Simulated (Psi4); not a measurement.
Cl$_{3}$Si, doublet, geometry from GFN2-xTB. Base run: MP2/3-21G in Psi4 1.11.

Here is a job for Psi4.
```
memory 2 GB

molecule {
0 2
  Si    0.30534902    0.30108305    0.30322167
  Cl   -0.85134863   -0.87589088    1.47732074
  Cl    1.47133362   -0.85554212   -0.88186222
  Cl   -0.87144888    1.48348225   -0.84517049
}

set basis 3-21g
set reference uhf
set freeze_core true

energy('mp2')
print_variables()
```

The base run was repeated with changes; each row names its change, and settings that it needs were set with it.

| change | basis functions | E (Eh) | MP2 correlation (Eh) |
|---|---|---|---|
| base | 52 | -1659.53072 | -0.17077 |
| basis = pcseg-1 | 72 | -1667.87842 | -0.45853 |
| basis = def2-SVP | 72 | -1667.48439 | -0.46721 |
| basis = cc-pVDZ | 72 | -1668.02711 | -0.47190 |
| basis = def2-SV(P) | 72 | -1667.48439 | -0.46721 |
| basis = 6-311++G** | 120 | -1668.04833 | -0.47696 |
| basis = cc-pVTZ | 136 | -1668.27938 | -0.65120 |
| basis = pcseg-2 | 136 | -1668.21509 | -0.61647 |
| basis = cc-pV(T+d)Z | 156 | -1668.28768 | -0.65360 |
| basis = def2-TZVPP | 168 | -1668.25758 | -0.65502 |
| basis = def2-TZVPD | 181 | -1668.25159 | -0.64793 |
| basis = aug-cc-pVTZ | 200 | -1668.29661 | -0.66672 |
| basis = def2-QZVPP | 280 | -1668.37277 | -0.72296 |

Totals compare only among sets that treat the same electrons; sets with core potentials leave the core out.

Open shells are given as the SCF converged; they aren't shown to be the lowest states, and a large step between rows can be another state.
